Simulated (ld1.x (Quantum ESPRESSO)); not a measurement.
indium (In): excitation energies, all-electron against ultrasoft

| Item | Value |
| --- | --- |
| Element | In (Z = 49) |
| Generator | ld1.x (Quantum ESPRESSO) 7.5 |
| Type | ultrasoft |
| Functional | BLYP |
| Relativity | scalar-relativistic |
| Frozen core | [Kr] |
| Valence charge | 13 |
| Reference configuration | 4d10 5s1 5p2 |
| Partial waves | 5s (bound): rcut 1.95, rcutus 2.10 bohr; 5s channel at -0.3 Ry: rcut 1.95, rcutus 2.10 bohr; 5p (bound): rcut 2.15, rcutus 2.70 bohr; 5p channel at 0.4 Ry: rcut 2.15, rcutus 2.70 bohr; 4d (bound): rcut 1.35, rcutus 1.65 bohr; 4d channel at -0.25 Ry: rcut 1.35, rcutus 1.65 bohr |
| Local potential | all-electron potential smoothed inside 1.35 bohr (lloc = -1) |
| Core correction | a·sin(br)/r model core inside 1.55 bohr |
| Augmentation charge | built from norm-conserving waves at rcut, not smoothed further |

Energies are relative to the spin-unpolarised reference configuration 4d10 5s1 5p2; without spin polarisation the order of configurations can differ from experiment. The frozen-core shift is the all-electron ΔE with the core orbitals held at their reference shape minus the fully relaxed ΔE.

(1) Give the all-electron excitation energy and the error of the potential for: 4d10 5s2 5p1; 4d10 5s2 5p0; 4d10 5s1 5p0; 4d10 5s2 5p1.3; 4d9 5s2 5p1; 4d9 5s0 5p0; 4d10 5s1 5p1.

Levels in the configuration 4d9 5s2 5p1:

```json
{"level": "4d", "all-electron (eV)": "-31.794", "pseudo (eV)": "-32.101"}
{"level": "5s", "all-electron (eV)": "-17.347", "pseudo (eV)": "-17.317"}
{"level": "5p", "all-electron (eV)": "-10.088", "pseudo (eV)": "-10.039"}
```

Note: ghost states, extra bound levels that the all-electron valence spectrum of the same l lacks: s at -273.1 eV, p at -14.4 eV. A true bound ghost makes a file unfit for plane-wave use.

## Answers

(1)

```csv
valence configuration,charge,ΔE all-electron (eV),error AE − PS (meV),frozen-core shift (meV)
4d10 5s2 5p1,0,-5.867,-0.7,-0.2
4d10 5s2 5p0,+1,-0.510,-2.4,+0.8
4d10 5s1 5p0,+2,18.813,-10,+4.4
4d10 5s2 5p1.3,-0.3,-6.379,-0.5,-0.3
4d9 5s2 5p1,+1,19.033,-147,+88
4d9 5s0 5p0,+4,103.594,-11,+213
4d10 5s1 5p1,+1,6.073,-2.1,+1.2
```

A variational frozen-core shift is positive and of second order in the change. This column holds negative values, so the frozen-core run of ld1.x carries numerical noise or an error of first order here, and the column gives no more than the rough size of the effect.
